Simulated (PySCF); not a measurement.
Bonds broken one at a time in the series Ga Cl-Br. Gas-phase values, no solvent. Strings in code marks are SMILES.

All values below come from PBE-D3(BJ)/def2-TZVP // PBE0-D3(BJ)/def2-TZVP in PySCF. 

| species | dipole moment (D) |
|---|---|
| whole molecule (`[Cl][Ga]([Cl])[Cl]`) | 0.00 |
| radical fragment (`[Cl][Ga][Cl]`) | 1.55 |
| whole molecule (`[Br][Ga]([Cl])[Cl]`) | 0.32 |
| radical fragment (`[Cl][Ga][Br]`) | (withheld) |

Question: What belongs in the gaps?

Answer: 
- radical fragment (`[Cl][Ga][Br]`), dipole moment (D): 1.45
